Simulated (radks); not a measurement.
Task: Excited configurations of Kr27+: one electron is placed in a higher orbital outside [He] 2s2 2p4. The ground configuration is [He] 2s2 2p5. Method: Dirac Kohn-Sham, PBE, spin-unpolarised, spherical densities, point nucleus; open shells fill j = l - 1/2 first; computed with a radial shooting solver on a logarithmic mesh with Libxc functionals. Excitation = E - E(ground); binding = E(ion) - E, where the ion is the core of charge +28; n* = 28/sqrt(2 binding) in atomic units. These energies are relativistic, and a one-electron ion of charge +28 with no core already has n* below n in this formula (Dirac formula, point nucleus: 3p1/2 2.984, 4p1/2 3.983, 4f5/2 3.997, 5s1/2 4.982, 5p1/2 4.982, 5f5/2 4.996, 6s1/2 5.982, 6p1/2 5.982, 6d3/2 5.992, 6f5/2 5.996, 7s1/2 6.981, 7p1/2 6.981). The quantum defect is therefore taken as that value minus n*, so that it holds no relativistic shift of the bare ion.

| outer orbital | excitation (eV) | binding (eV) | n* | quantum defect | eigenvalue (eV) | <r> (bohr) |
|---|---|---|---|---|---|---|
| 3p1/2 | 1775.0 | 1302.4 | 2.862 | 0.122 | -1275.0 | 0.4051 |
| 4p1/2 | 2361.4 | 716.05 | 3.860 | 0.123 | -703.41 | 0.7643 |
| 4f5/2 | 2408.6 | 668.81 | 3.994 | 0.003 | -652.69 | 0.6370 |
| 5s1/2 | 2615.3 | 462.08 | 4.805 | 0.177 | -454.76 | 1.238 |
| 5p1/2 | 2625.2 | 452.23 | 4.857 | 0.125 | -444.85 | 1.230 |
| 5f5/2 | 2647.2 | 430.18 | 4.980 | 0.017 | -421.57 | 1.113 |
| 6s1/2 | 2760.4 | 316.99 | 5.801 | 0.181 | -312.17 | 1.805 |
| 6d3/2 | 2774.1 | 303.29 | 5.931 | 0.062 | -298.20 | 1.779 |
| 6f5/2 | 2778.3 | 299.15 | 5.971 | 0.024 | -293.82 | 1.697 |
| 7s1/2 | 2846.5 | 230.92 | 6.797 | 0.185 | -227.47 | 2.478 |
| 7p1/2 | 2850.0 | 227.46 | 6.848 | 0.133 | -223.97 | 2.481 |

Estimate the row for 6p1/2.

Result: excitation (eV) 2766.0; binding (eV) 311.39; n* 5.853; quantum defect 0.129; eigenvalue (eV) -306.50; <r> (bohr) 1.802. The Delta-SCF ionisation energy is 3077.4 eV (NIST Atomic Spectra Database: 3072 eV, semi-empirical). Self-interaction in the functional shifts the binding energies and quantum defects, so they are the method's values and not measured ones. Spin polarisation and multiplet splitting are left out, so open shells lie too high by an amount that depends on their filling.

Beside tabulated values, note that spin-unpolarised runs miss the spin-polarisation part of the exchange energy of open shells.
